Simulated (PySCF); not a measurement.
C2H7O2Sb. Atoms are numbered in the order given.

```xyz
12

Sb    -0.4545    -0.0386     0.5395
H     -1.6442    -0.9195    -0.3963
O     -0.2183     1.1903    -1.0588
C      0.7354     2.2301    -0.9480
H      1.7858     1.8584    -1.0066
H      0.5811     2.9310    -1.7969
H      0.6440     2.8262    -0.0068
O      1.0646    -1.3124     0.1593
C      1.1672    -1.8497    -1.1483
H      1.1405    -1.0643    -1.9378
H      2.1368    -2.3877    -1.2255
H      0.3507    -2.5787    -1.3730
```

Geometry: PBE-D3(BJ)/def2-SVP. The structure was generated by enumeration; whether it is a known compound was not checked. The def2 effective core potentials stand for the cores of Sb; spin–orbit coupling is left out. The values are those of a single conformer.

All values below come from TDA-PBE0/def2-SVPD (PySCF).

Vertical excitations. 

```tsv
state	energy (eV)	λ (nm)	f	main pairs
S1	5.16	240	0.021	HOMO→LUMO 64 %, HOMO−2→LUMO 19 %
S2	5.29	234	0.002	HOMO−1→LUMO 55 %, HOMO−1→LUMO+1 30 %, HOMO→LUMO+1 13 %
S3	5.43	228	0.017	HOMO→LUMO+1 51 %, HOMO−1→LUMO+1 38 %
S4	5.52	225	0.041	HOMO−2→LUMO 57 %, HOMO→LUMO 16 %, HOMO−2→LUMO+1 15 %
S5	5.66	219	0.026	HOMO→LUMO+1 25 %, HOMO−2→LUMO 21 %, HOMO−1→LUMO 19 %, HOMO−2→LUMO+1 12 %
S6	6.09	203	0.119	HOMO−2→LUMO+1 47 %, HOMO−1→LUMO+1 13 %, HOMO→LUMO 12 %, HOMO−3→LUMO 11 %
S7	6.16	201	0.002	HOMO−3→LUMO 73 %, HOMO−3→LUMO+1 13 %
S8	6.52	190	0.102	HOMO−3→LUMO+1 62 %, HOMO−4→LUMO 16 %, HOMO−3→LUMO 9 %
S9	6.72	185	0.111	HOMO→LUMO+2 87 %
S10	6.84	181	0.038	HOMO−4→LUMO 57 %, HOMO−4→LUMO+1 17 %, HOMO−1→LUMO+2 10 %
T1	4.24	293	0	HOMO→LUMO 87 %
T2	4.54	273	0	HOMO→LUMO+1 83 %
T3	4.92	252	0	HOMO−2→LUMO 50 %, HOMO−1→LUMO+1 38 %
T4	4.95	251	0	HOMO−1→LUMO 64 %, HOMO−1→LUMO+1 12 %
```
Triplets are in the Tamm–Dancoff approximation.
